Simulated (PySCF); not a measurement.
Compound: C6H5FO (charge +1 and doublet state).
Numbering: `[OH:1][C:2]1=[CH:3][C:4]([F:5])=[CH:6][CH:7][CH+:8]1` (hydrogens: H9 on O1; H10 on C3; H11 on C6; H12 on C7; H13 on C8)

Cartesian coordinates in Å at the GFN2-xTB level; atoms count from 1:
```xyz
13
C6H5FO angstrom
O      2.3573   -0.4096   -0.5280
C      1.1130   -0.1797   -0.2436
C      0.6462    1.0169    0.3386
C     -0.6988    1.1415    0.5921
F     -1.1660    2.2435    1.1341
C     -1.6235    0.1070    0.2852
C     -1.1617   -1.0763   -0.2898
C      0.1767   -1.2342   -0.5554
H      2.9869    0.3052   -0.3162
H      1.3220    1.8245    0.5838
H     -2.6711    0.2628    0.5058
H     -1.8599   -1.8659   -0.5246
H      0.5745   -2.1351   -0.9998
```

The hyperfine couplings belong to this conformer and change with its torsions.

Theory: UKS B3LYP, pcH-1 on C F H O, non-relativistic, mean-field spin-orbit, GIAO in PySCF. The structure is a single GFN2-xTB conformer in the gas phase; no vibrational or solvent corrections. The geometry wasn't refined by DFT: couplings that depend on bond lengths, twists or pyramidal angles can differ widely from those at the functional's own minimum, by a factor of two or more for some ions and for spin on atoms past the first row. The SCF solution wasn't tested for stability.

The Mulliken spin populations are largest on C6 (+0.46), C8 (+0.34), C2 (+0.18) and O1 (+0.17). Four atoms exceed +0.15. The positive populations add up to 1.21 and the negative ones to -0.21, together 2S = 1.

Problem. Test a(H) = Q·ρ(C) for the protons on planar carbons with a spin population beyond ±0.08.

Solution. 
| H | C | ρ(C) | a(H) (G) | a/ρ (G) |
| --- | --- | --- | --- | --- |
| H11 | C6 | +0.455 | -10.85 | -23.8 |
| H12 | C7 | -0.164 | +2.34 | -14.3 |
| H13 | C8 | +0.338 | -8.36 | -24.7 |

A least-squares line through the origin gives Q = -23.4 G with Mulliken populations. In McConnell's picture π spin on carbon polarises the C–H bond and leaves opposite spin at the proton, which makes Q negative, as found here. Where ρ is negative the coupling is positive.

Problem. Leave H12 and its like out of the fit. How well does the relation then predict its coupling?

Solution. The other protons give Q = -24.1 G, so a = -24.1 × -0.164 = 3.95 G, against the computed 2.34 G.

Couplings in gauss use g_iso = 2.0033.

The SMILES draws the unpaired electron on C7; the largest computed Mulliken spin population is on C6 (0.46 against -0.16).
